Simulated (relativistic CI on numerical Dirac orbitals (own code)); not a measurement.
Input to a radial Dirac CI calculation:

```
atom Cr  Z=24  charge=22  electrons=2
nucleus A=52  rms_radius_fm=3.6452
hamiltonian dirac-coulomb  breit=on  qed=on  c_scale=1
orbitals kli  potential=per-configuration
slater_scale 0.9
correlation none
mixing on
configurations
  1s2
  1s 2p
  1p 2p
  1s 1p
end
```

How did the run end?

The self-consistent field of one configuration failed: SCF of 1p 2p ended with code -1.
